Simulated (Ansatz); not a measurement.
`OC1[SiH2]S1`, relaxed with RKS PBE0-D4/def2-TZVP in Ansatz 0.2.0 from a PBE-D4/def2-SVP geometry. The force threshold is 0.005 eV/Å; the program also tests the step.

The species carries charge 0 and has multiplicity 1.

Start:

```xyz
8

O    -0.467   -0.465   -1.543
C     0.387   -0.165   -0.503
Si   -0.344    0.090    1.201
S     0.484    1.689    0.082
H    -0.045   -0.185   -2.379
H     1.425   -0.545   -0.607
H    -1.831   -0.016    1.337
H     0.391   -0.402    2.412
```

Question: How much energy does the relaxation release, and in how many steps? (Best estimate.)

Answer: Computed: 0.05 eV, in 8 steps, 1 of them rejected.

Question: Which bonds change most? (An estimate is asked.)

Answer: Ansatz gave: C2–S4 from 1.947 to 1.893 Å; Si3–S4 from 2.119 to 2.088 Å; C2–Si3 from 1.872 to 1.849 Å; C2–H6 from 1.110 to 1.089 Å.

Question: Give the relaxed structure. (Estimate.)

Answer: Computed: 
```xyz
8

O    -0.448   -0.471   -1.538
C     0.394   -0.167   -0.487
Si   -0.340    0.082    1.191
S     0.470    1.642    0.063
H    -0.064   -0.139   -2.356
H     1.408   -0.554   -0.589
H    -1.809   -0.017    1.321
H     0.387   -0.376    2.396
```
